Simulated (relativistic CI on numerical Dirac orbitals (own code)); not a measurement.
Radial parameters of Tl XVI

Method of calculation: Dirac-Coulomb-Breit CI, KLI orbitals optimised for each configuration, QED by a radiative potential, unscaled Slater integrals (own radial code, finite nucleus).

Slater integrals F^k, G^k are unscaled and averaged over j, outside the closed core [Kr] 4d10; ζ comes from projecting the Hamiltonian with its Breit term on Σ l·s of the shell.

- 4f14 5s2 5p4: F^2(5p,5p) = 118290, ζ(5p) = 137060 cm⁻¹; <r>(5p) = 0.9024, <r^2>(5p) = 0.9094 (bohr units).
- 4f14 5s 5p5: G^1(5s,5p) = 153320, ζ(5p) = 136470 cm⁻¹; <r>(5s) = 0.8242, <r^2>(5s) = 0.7566, <r>(5p) = 0.9021, <r^2>(5p) = 0.9088 (bohr units).
- 4f14 5s2 5p3 5d: F^2(5p,5p) = 118390, ζ(5p) = 137800, F^2(5p,5d) = 107580, G^1(5p,5d) = 132950, G^3(5p,5d) = 84698, ζ(5d) = 13530 cm⁻¹; <r>(5p) = 0.9013, <r^2>(5p) = 0.9073, <r>(5d) = 1.027, <r^2>(5d) = 1.182 (bohr units).

In this model ζ of a weakly bound d, f or g electron outside closed shells comes out too small, for d by up to a factor of two or three and at times with the wrong sign; that of an outer p electron is too small as well.

Averages of the first 10 configurations, taken without configuration mixing, which lowers the lowest level and can move excited configurations by several eV; other configurations of the list can lie among them:

```csv
Configuration,Parity,States,Average energy above the lowest level (eV)
4f14 5s2 5p4,even,15,19.9
4f14 5s 5p5,odd,12,85.3
4f14 5s2 5p3 5d,odd,200,99.7
4f14 5p6,even,1,156.0
4f13 5s2 5p5,even,84,87.1
4f14 5s 5p4 5d,even,300,163.0
4f14 5s2 5p3 5f,even,280,180.1
4f14 5s2 5p3 5g,odd,360,237.5
4f14 5s 5p4 5f,odd,420,243.9
4f14 5s2 5p3 6s,odd,40,158.7
```
